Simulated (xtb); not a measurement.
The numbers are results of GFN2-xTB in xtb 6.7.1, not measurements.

```
xtb start.xyz --ohess tight --gfn 2 --chrg 0 --uhf 0 --iterations 400

# start.xyz
29

C      1.539146    -1.096001    -2.186166
C      0.849240     0.177876    -1.708902
Si     0.000002     0.000000    -0.000001
C      1.258245    -0.596585     1.316853
C      2.489575     0.295587     1.436716
C     -0.694212     1.705835     0.530458
C     -1.791994     2.233365    -0.387746
C     -1.413272    -1.287127    -0.138409
C     -2.236727    -1.432952     1.137196
H      2.309206    -1.402699    -1.482977
H      0.822107    -1.907680    -2.279459
H      2.007443    -0.943569    -3.157468
H      1.584144     0.983017    -1.668834
H      0.111754     0.474962    -2.455817
H      1.580037    -1.611666     1.080211
H      0.771306    -0.650406     2.291544
H      2.204039     1.306454     1.716516
H      3.023296     0.343255     0.490989
H      3.173336    -0.085733     2.193703
H      0.114512     2.437276     0.561851
H     -1.085722     1.640231     1.546508
H     -2.633740     1.546151    -0.414788
H     -1.418515     2.352496    -1.401645
H     -2.154461     3.200959    -0.043733
H     -2.078459    -1.011582    -0.957885
H     -0.997572    -2.261833    -0.397577
H     -2.698762    -0.486706     1.406775
H     -1.607630    -1.751271     1.964589
H     -3.026319    -2.171658     1.007497
```

Output:

```
[...]
                             3 Si   0.867
     5   6 C    3.997 --     4 C    1.031    17 H    0.991    18 H    0.991
                            19 H    0.986
     6   6 C    3.983 --     7 C    1.031    21 H    0.983    20 H    0.981
                             3 Si   0.867
     7   6 C    3.997 --     6 C    1.031    23 H    0.991    22 H    0.991
                            24 H    0.986
     8   6 C    3.983 --     9 C    1.031    25 H    0.983    26 H    0.981
                             3 Si   0.867
     9   6 C    3.997 --     8 C    1.031    28 H    0.991    27 H    0.991
                            29 H    0.986
    10   1 H    0.999 --     1 C    0.991
    11   1 H    0.999 --     1 C    0.991
    12   1 H    0.999 --     1 C    0.986
    13   1 H    0.999 --     2 C    0.983
    14   1 H    0.999 --     2 C    0.981
    15   1 H    0.999 --     4 C    0.983
    16   1 H    0.999 --     4 C    0.981
    17   1 H    0.999 --     5 C    0.991
    18   1 H    0.999 --     5 C    0.991
    19   1 H    0.999 --     5 C    0.986
    20   1 H    0.999 --     6 C    0.981
    21   1 H    0.999 --     6 C    0.983
    22   1 H    0.999 --     7 C    0.991
    23   1 H    0.999 --     7 C    0.991
    24   1 H    0.999 --     7 C    0.986
    25   1 H    0.999 --     8 C    0.983
    26   1 H    0.999 --     8 C    0.981
    27   1 H    0.999 --     9 C    0.991
    28   1 H    0.999 --     9 C    0.991
    29   1 H    0.999 --     9 C    0.986
 ---------------------------------------------------------------------------

Topologies differ in total number of bonds
Writing topology from bond orders to xtbtopo.mol

molecular dipole:
                 x           y           z       tot (Debye)
 q only:        0.000      -0.000      -0.000
   full:        0.000       0.000      -0.000       0.000
molecular quadrupole (traceless):
                xx          xy          yy          xz          yz          zz
 q only:       -0.357       0.110       0.177       0.103      -0.021       0.180
  q+dip:       -0.902       0.279       0.447       0.261      -0.052       0.454
   full:       -0.377       0.117       0.187       0.109      -0.022       0.190

           -------------------------------------------------
          |                Geometry Summary                 |
           -------------------------------------------------

      molecular mass/u    :      144.3302009
   center of mass at/Å    :        0.0000005      -0.0000002      -0.0000002
  moments of inertia/u·Å² :        0.4166814E+03   0.5564600E+03   0.5564601E+03
rotational constants/cm⁻¹ :        0.4045689E-01   0.3029442E-01   0.3029441E-01

 * 28 selected distances

     #   Z          #   Z                                           value/Å
     1   6 C        2   6 C                                       1.5252915
     2   6 C        3  14 Si                                      1.9165564
     3  14 Si       4   6 C                                       1.9165579
     4   6 C        5   6 C                                       1.5252908
     3  14 Si       6   6 C                                       1.9165577
     6   6 C        7   6 C                                       1.5252909
     3  14 Si       8   6 C                                       1.9165586 (max)
     8   6 C        9   6 C                                       1.5252907
     1   6 C       10   1 H                                       1.0869825
     1   6 C       11   1 H                                       1.0870472
     1   6 C       12   1 H                                       1.0890204
     2   6 C       13   1 H                                       1.0908444
     2   6 C       14   1 H                                       1.0908840
     4   6 C       15   1 H                                       1.0908433
     4   6 C       16   1 H                                       1.0908845
     5   6 C       17   1 H                                       1.0870470
     5   6 C       18   1 H                                       1.0869821 (min)
     5   6 C       19   1 H                                       1.0890196
     6   6 C       20   1 H                                       1.0908832
     6   6 C       21   1 H                                       1.0908445
     7   6 C       22   1 H                                       1.0869825
     7   6 C       23   1 H                                       1.0870465
     7   6 C       24   1 H                                       1.0890205
     8   6 C       25   1 H                                       1.0908437
     8   6 C       26   1 H                                       1.0908834
     9   6 C       27   1 H                                       1.0869825
     9   6 C       28   1 H                                       1.0870462
     9   6 C       29   1 H                                       1.0890198

 * 3 distinct bonds (by element types)

   Z      Z             #   av. dist./Å        max./Å        min./Å
   1 H    6 C          20     1.0889554     1.0908845     1.0869821
   6 C    6 C           4     1.5252910     1.5252915     1.5252907
   6 C   14 Si          4     1.9165577     1.9165586     1.9165564

           -------------------------------------------------
          |               Frequency Printout                |
           -------------------------------------------------
 projected vibrational frequencies (cm⁻¹)
eigval :       -0.00    -0.00    -0.00     0.00     0.00     0.00
eigval :       51.51    53.58    53.64    59.94    94.23   136.06
eigval :      138.50   138.53   158.19   229.45   235.93   235.95
eigval :      242.44   247.08   303.12   303.15   363.16   570.91
eigval :      676.55   686.01   686.01   715.10   759.59   759.61
eigval :      766.22   974.34   974.35   975.27   987.63  1018.05
eigval :     1018.09  1023.15  1023.16  1076.35  1076.35  1076.76
eigval :     1081.12  1242.46  1244.84  1244.84  1246.90  1290.85
eigval :     1292.68  1292.82  1292.82  1414.37  1414.43  1417.66
eigval :     1418.65  1482.74  1486.80  1486.81  1487.92  1510.79
eigval :     1510.82  1513.44  1513.46  1513.53  1514.35  1514.69
eigval :     1515.26  2969.58  2970.83  2970.84  2972.58  2983.17
eigval :     2984.31  2986.85  2986.85  3011.63  3011.92  3012.05
eigval :     3012.05  3035.70  3035.71  3036.10  3036.22  3041.27
eigval :     3041.68  3042.07  3042.08
 reduced masses (amu)
   1: 12.29   2:  9.68   3: 13.36   4: 10.08   5: 10.02   6: 13.30   7:  8.53   8:  7.38
   9:  7.39  10:  8.22  11:  9.16  12:  6.78  13:  9.74  14:  9.75  15:  6.46  16:  3.97
  17:  3.43  18:  3.43  19:  3.69  20:  7.53  21: 11.46  22: 11.46  23: 13.59  24:  9.23
  25: 10.94  26:  7.47  27:  7.48  28:  3.04  29: 12.45  30: 12.45  31:  8.94  32:  2.43
  33:  2.43  34:  2.11  35:  2.96  36:  2.79  37:  3.02  38:  3.51  39:  3.51  40:  9.82
  41:  9.82  42:  9.81  43:  9.76  44:  3.39  45:  3.34  46:  3.34  47:  3.32  48:  4.56
  49:  4.82  50:  4.67  51:  4.68  52:  2.97  53:  2.97  54:  2.96  55:  2.90  56:  1.80
  57:  1.89  58:  1.89  59:  1.83  60:  1.55  61:  1.55  62:  1.55  63:  1.55  64:  1.58
  65:  1.54  66:  1.64  67:  1.52  68:  1.98  69:  1.96  70:  1.96  71:  1.96  72:  1.53
  73:  1.51  74:  1.53  75:  1.53  76:  1.81  77:  1.83  78:  1.82  79:  1.82  80:  1.95
  81:  1.95  82:  1.95  83:  1.94  84:  1.39  85:  1.37  86:  1.37  87:  1.37
 IR intensities (km·mol⁻¹)
   1:  0.00   2:  0.00   3:  0.00   4:  0.00   5:  0.00   6:  0.00   7:  0.00   8:  0.00
   9:  0.00  10:  0.00  11:  0.05  12:  0.00  13:  1.41  14:  1.37  15:  1.65  16:  0.00
  17:  0.04  18:  0.03  19:  0.77  20:  0.00  21: 10.57  22: 10.51  23: 10.96  24:  0.00
  25:  5.64  26:  3.12  27:  3.18  28:  0.00  29:153.65  30:153.53  31:139.00  32: 10.65
  33: 10.57  34:  0.00  35: 30.99  36:  0.37  37:  8.55  38: 13.06  39: 13.08  40: 11.26
  41: 11.21  42:  0.02  43: 27.44  44:  0.00  45:  3.47  46:  3.46  47:  6.28  48:  0.00
  49: 12.71  50:  5.63  51:  5.75  52:  0.10  53:  0.10  54:  0.00  55:  0.00  56:  0.00
Molecule has the following symmetry elements: (C2) (S4)
It seems to be the S4 point group
  57:  1.74  58:  1.74  59:  0.64  60:  2.82  61:  2.75  62:  1.66  63:  1.53  64:  2.96
  65:  1.79  66:  0.00  67:  0.00  68:  0.00  69: 33.39  70: 33.37  71: 95.96  72:  7.91
  73:  0.02  74: 57.24  75: 57.23  76: 69.05  77:  4.75  78: 83.29  79: 78.88  80: 52.14
  81: 52.05  82:  0.27  83: 74.06  84: 36.58  85:  1.02  86: 55.83  87: 54.79
 Raman intensities (Ä⁴*amu⁻¹)
   1:  0.00   2:  0.00   3:  0.00   4:  0.00   5:  0.00   6:  0.00   7:  0.00   8:  0.00
   9:  0.00  10:  0.00  11:  0.00  12:  0.00  13:  0.00  14:  0.00  15:  0.00  16:  0.00
  17:  0.00  18:  0.00  19:  0.00  20:  0.00  21:  0.00  22:  0.00  23:  0.00  24:  0.00
  25:  0.00  26:  0.00  27:  0.00  28:  0.00  29:  0.00  30:  0.00  31:  0.00  32:  0.00
  33:  0.00  34:  0.00  35:  0.00  36:  0.00  37:  0.00  38:  0.00  39:  0.00  40:  0.00
  41:  0.00  42:  0.00  43:  0.00  44:  0.00  45:  0.00  46:  0.00  47:  0.00  48:  0.00
  49:  0.00  50:  0.00  51:  0.00  52:  0.00  53:  0.00  54:  0.00  55:  0.00  56:  0.00
  57:  0.00  58:  0.00  59:  0.00  60:  0.00  61:  0.00  62:  0.00  63:  0.00  64:  0.00
  65:  0.00  66:  0.00  67:  0.00  68:  0.00  69:  0.00  70:  0.00  71:  0.00  72:  0.00
  73:  0.00  74:  0.00  75:  0.00  76:  0.00  77:  0.00  78:  0.00  79:  0.00  80:  0.00
  81:  0.00  82:  0.00  83:  0.00  84:  0.00  85:  0.00  86:  0.00  87:  0.00
 output can be read by thermo (or use thermo option).
 writing <g98.out> molden fake output.
 recommended (thermochemical) frequency scaling factor: 1.0
           -------------------------------------------------
          |             Thermodynamic Functions             |
           -------------------------------------------------

S4  symmetry found (for desy threshold:  0.10E+00) used in thermo

          ...................................................
          :                      SETUP                      :
          :.................................................:
          :  # frequencies                          81      :
          :  # imaginary freq.                       0      :
          :  linear?                             false      :
          :  only rotor calc.                    false      :
          :  symmetry                               S4      :
          :  rotational number                       2      :
          :  scaling factor                  1.0000000      :
          :  rotor cutoff                   50.0000000 cm⁻¹ :
          :  imag. cutoff                  -20.0000000 cm⁻¹ :
          :.................................................:

    mode    ω/cm⁻¹     T·S(HO)/kcal·mol⁻¹    T·S(FR)/kcal·mol⁻¹   T·S(vib)
   ------------------------------------------------------------------------
       1     51.51    -1.41881 ( 52.96%)    -1.04757 ( 47.04%)    -1.24419
       2     53.58    -1.39552 ( 56.88%)    -1.03587 ( 43.12%)    -1.24042
       3     53.64    -1.39487 ( 56.98%)    -1.03554 ( 43.02%)    -1.24030
       4     59.94    -1.32949 ( 67.38%)    -1.00267 ( 32.62%)    -1.22288
       5     94.23    -1.06446 ( 92.66%)    -0.86871 (  7.34%)    -1.05009
       6    136.06    -0.85228 ( 98.21%)    -0.75992 (  1.79%)    -0.85063
       7    138.50    -0.84214 ( 98.33%)    -0.75466 (  1.67%)    -0.84068
       8    138.53    -0.84198 ( 98.33%)    -0.75458 (  1.67%)    -0.84053
       9    158.19    -0.76665 ( 99.01%)    -0.71529 (  0.99%)    -0.76614
      10    229.45    -0.56150 ( 99.78%)    -0.60514 (  0.22%)    -0.56159
      11    235.93    -0.54663 ( 99.80%)    -0.59689 (  0.20%)    -0.54673
      12    235.95    -0.54658 ( 99.80%)    -0.59686 (  0.20%)    -0.54668
      13    242.44    -0.53218 ( 99.82%)    -0.58883 (  0.18%)    -0.53228
      14    247.08    -0.52216 ( 99.83%)    -0.58321 (  0.17%)    -0.52226
   ------------------------------------------------------------------------

   temp. (K)  partition function   enthalpy   heat capacity  entropy
                                   cal/mol     cal/K/mol   cal/K/mol   J/K/mol
 298.15  VIB  0.323E+06             7450.987     42.993     48.154
         ROT  0.434E+06              888.752      2.981     28.776
         INT  0.140E+12             8339.739     45.974     76.930
         TR   0.168E+28             1481.254      4.968     40.793
         TOT                        9820.9931    50.9420   117.7237   492.5561

       T/K    H(0)-H(T)+PV         H(T)/Eh          T*S/Eh         G(T)/Eh
   ------------------------------------------------------------------------
    298.15    0.156507E-01    0.277678E+00    0.559343E-01    0.221743E+00
   ------------------------------------------------------------------------

         :::::::::::::::::::::::::::::::::::::::::::::::::::::
         ::                  THERMODYNAMIC                  ::
         :::::::::::::::::::::::::::::::::::::::::::::::::::::
         :: total free energy         -28.811243586447 Eh   ::
         ::.................................................::
         :: total energy              -29.032986867444 Eh   ::
         :: zero point energy           0.262026871529 Eh   ::
         :: G(RRHO) w/o ZPVE           -0.040283590531 Eh   ::
         :: G(RRHO) contrib.            0.221743280997 Eh   ::
         :::::::::::::::::::::::::::::::::::::::::::::::::::::

optimized geometry written to: xtbopt.xyz

           -------------------------------------------------
          | TOTAL ENERGY              -29.032986867444 Eh   |
          | TOTAL ENTHALPY            -28.755309247229 Eh   |
          | TOTAL FREE ENERGY         -28.811243586447 Eh   |
          | GRADIENT NORM               0.000068313478 Eh/α |
          | HOMO-LUMO GAP               6.729101093050 eV   |
           -------------------------------------------------

------------------------------------------------------------------------
```

Cost: about 5 core-seconds (a rough figure).
